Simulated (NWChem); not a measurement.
# AlH2OCl; SMILES [OH][AlH][Cl]

```xyz
5

Al    -0.5793     0.6087     0.0000
H     -2.1439     0.6903     0.0000
Cl     0.4180    -1.2441     0.0000
O      0.3066     2.0498     0.0000
H      1.2591     2.1544     0.0000
```
Atoms are numbered in this order, from 1.

Program: NWChem. Pople sets run with spherical d functions. All runs use the structure optimised with PBE0/def2-SVP. GIAO values for the isolated, static molecule; σ is the absolute isotropic shielding, δ = σ(reference) − σ with the isolated reference molecule computed at the same levels (1H: tetramethylsilane, 17O: water).

What does the run give for B3LYP/6-31G*? Quantities: σ Al1 (ppm); δ H2 (ppm); σ Cl3 (ppm); δ O4 (ppm); δ H5 (ppm).


- σ Al1 (ppm) = 470.2
- δ H2 (ppm) = 4.84
- σ Cl3 (ppm) = 933.3
- δ O4 (ppm) = 59.2
- δ H5 (ppm) = 2.21
